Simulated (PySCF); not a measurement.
NMR data simulated for an unnamed compound:

$^{1}$H NMR (300 MHz, computed): δ 4.47 (m, 2H), 4.29 (m, 1H), 3.93 (m, 2H), 3.93 (m, 1H), 0.50 (m, 2H), 0.06 (m, 2H), -0.29 (m, 1H).

$^{13}$C{$^{1}$H} NMR (computed): δ 72.3 (CH2), 57.8 (CH), -0.5 (CH2), -2.6 (CH).

PySCF 2.14 calculation with coordinates at the GFN2-xTB level and shielding tensors at PBE0/pcSseg-1 (GIAO); no relativistic terms, in vacuum, one conformer, fast rotation and ring inversion assumed for equivalent nuclei.

Referencing at the same level of theory: $^{1}$H (31.72 ppm) and $^{13}$C (186.93 ppm) against TMS.

Question: Which of these does the molecule contain: a three-membered ring, a benzene ring, a Si–H bond, an ester, a CF3 group?

Answer: 
- A three-membered ring: yes.
- A benzene ring: no.
- A Si–H bond: yes (δH 4.29 (m)).
- An ester: no.
- A CF3 group: no.

The data belong to `InChI=1S/C6H11ClO2Si/c7-5-3-8-10(9-4-5)6-1-2-6/h5-6,10H,1-4H2/t5-,10-`; they needn't prove each group on their own.

Carbon signals by region: 2 at 50–100 ppm, 2 below 50 ppm.

Carbons that carry Cl, above all several Cl atoms, come out too deshielded, partly because spin–orbit coupling is missing. Shifts are as computed. Against solution values, carbons near 30 ppm lie about +3 ppm off and those near 130 ppm about +5 ppm; carbons on Cl a further +6 ppm. Of 1211 compounds with measured shifts, 218 miss one by over three times the rms of a fit or turn the order of signals round; such compounds aren't used in these exercises. Multiplicities follow the n + 1 count of equivalent neighbours, as no J values were calculated; m marks all less simple cases, F and P coupling included.
